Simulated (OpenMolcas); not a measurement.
Kr4+: terms and fine structure

```json
{
 "Program": "OpenMolcas",
 "Method": "SS-CASPT2, IPEA 0.25 Eh, imaginary shift 0.1 Eh (closed shells correlated: 3d 4s)",
 "Basis": "ANO-RCC-VQZP [7s6p4d2f1g]",
 "Scalar Hamiltonian": "DKH2, point nucleus",
 "Active space": "2 electrons in 3 orbitals (4p)",
 "State averaging": "2S+1 = 3 even, 3 roots; 2S+1 = 1 even, 6 roots",
 "Spin-orbit coupling": "RASSI with atomic mean-field integrals over the reference wave functions, term energies averaged over their components"
}
```

With spin-orbit coupling, above the lowest level:

```json
{"Configuration": "4s² 4p²", "Term": "³P", "J": "0", "E (cm⁻¹)": "0.0", "Measured (cm⁻¹)": "0.0", "Term weight %": "97"}
{"Configuration": "4s² 4p²", "Term": "³P", "J": "1", "E (cm⁻¹)": "3330", "Measured (cm⁻¹)": "3743", "Term weight %": "100"}
{"Configuration": "4s² 4p²", "Term": "³P", "J": "2", "E (cm⁻¹)": "6940", "Measured (cm⁻¹)": "7595", "Term weight %": "93"}
{"Configuration": "4s² 4p²", "Term": "¹D", "J": "2", "E (cm⁻¹)": "19110", "Measured (cm⁻¹)": "19723", "Term weight %": "93"}
{"Configuration": "4s² 4p²", "Term": "¹S", "J": "0", "E (cm⁻¹)": "39050", "Measured (cm⁻¹)": "39204", "Term weight %": "97"}
```

Against the 4 measured excited levels shown (Saloman, J. Phys. Chem. Ref. Data 36, 215 (2007)) the mean absolute deviation is 460 cm-1; the largest miss in energy is 4s² 4p² ³P₂: computed 6940, measured 7595 cm⁻¹ (-8.6 %), and the largest in proportion 4s² 4p² ³P₁ (-11.1 %).

Spin-orbit coupling puts the lowest level 5583 cm⁻¹ below the lowest spin-free term.

For ³P the intervals divided by the larger J are 3326.2, 1806.1 cm-1. Landé's interval rule makes them equal in pure LS coupling; they differ by 59 % of their mean. The multiplet is regular.

CASPT2 breaks the degeneracy within a term, and the mean is taken; among the terms shown or strongly mixed into the levels shown the widest spread is 100 cm-1 (4s² 4p² ¹D). With the s shell closed, the reference lacks s² → p² mixing. Measured partners are found by configuration, term and J. A level has none where our copy of the source lacks it or the pairing is in doubt (some pairs that miss far off the trend of their configuration count as doubtful), and it then counts in no deviation. Levels of configurations outside the active space are missing.

The term weight is that of the spin-free term in the level, not the purity of its configuration.
